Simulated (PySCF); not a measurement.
## Working out the electron affinity of Br

Br⁻ [Kr] (1S) → Br [Ar] 3d10 4s2 4p5 (2P). All numbers are calculated (PySCF 2.14, scalar relativity through the core potential, in aug-cc-pwCVTZ-PP with ECP10MDF). Frozen: nothing. Energies in hartree (1 hartree = 27.21139 eV):

```tsv
part	Br⁻ (lower)	Br (upper)
UHF	-415.577899	-415.492072
MP2 opposite-spin	-0.662627	-0.635339
MP2 same-spin	-0.311272	-0.297775
```

Problem. What does Hartree-Fock give?

Solution. (-415.492072) − (-415.577899) = 0.085827 hartree = 2.335 eV.

Problem. What do MP2 and SCS-MP2 (6/5 opposite-spin, 1/3 same-spin) give?

Solution. The opposite-spin parts differ by 0.743 eV and the same-spin parts by 0.367 eV. MP2: 2.335 + (0.743) + (0.367) = 3.445 eV. SCS-MP2: 2.335 + 1.2 × (0.743) + (0.367)/3 = 3.349 eV.

Reference: 3.364 eV (measured; photodetachment measurements, as compiled on the Wikipedia data page of electron affinities), between the lowest levels; spin-orbit coupling is absent from the calculation.

What remains against the reference includes basis incompleteness and correlation beyond second order.
